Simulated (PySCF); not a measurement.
HOZn, charge +1, singlet, geometry from GFN2-xTB (such geometries of metal compounds can be far from the true shape).

Here is a job for PySCF.
```python
from pyscf import gto, scf, dft

mol = gto.M(
    atom='''
Zn   -0.27093353   -0.14930649   -0.25641287
O     0.88638751    0.38915537    0.84414032
H     1.03690579    1.36595177    0.93926352
''',
    basis='6-31g**',
    charge=1,
    verbose=3,
)

mf = dft.RKS(mol)
mf.xc = 'blyp'
mf.grids.atom_grid = (99, 590)
mf.grids.prune = None
mf.kernel()
```

Question: Predict the number of basis functions from PySCF with BLYP/6-31G**.

Answer: 53

Question: What Mulliken (on the basis functions themselves) charges in atom order does BLYP/6-31G** give?

Answer: Zn1 1.13, O2 -0.52, H3 0.38
